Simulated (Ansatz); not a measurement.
System: ZrO3, charge 0, multiplicity 1. 
Coordinates optimised at B3LYP-D3(BJ)/def2-TZVP (Ansatz, an electronic-structure program):
```xyz
4

Zr     0.0277    -0.2201     0.3424
O     -0.0581    -1.6591    -0.6711
O      0.7036     1.3783    -0.5815
O     -0.7841     1.3810    -0.4594
```
Charge 0, spin multiplicity 1.

Basis-set convergence of Hartree-Fock and MP2 correlation energies (hartree) with Ansatz. Correlated levels leave the core frozen unless marked. Spin-orbit coupling is left out. The frozen core is the preceding noble-gas configuration, with the filled d and f shells of earlier blocks. Past Kr the def2 sets carry scalar-relativistic core potentials.

The T1 diagnostic of CCSD in the largest basis is 0.030, which is high, so the coupled-cluster rows are less sure than usual.

```csv
basis,functions,E(HF),"E(corr, MP2)"
def2-SVP,73,-270.86719,-0.69755
def2-TZVPP,149,…,…
```

Question: Some entries are withheld; supply them.

Answer: 
- def2-TZVPP, E(HF): -271.17328
- def2-TZVPP, E(corr, MP2): -0.86320
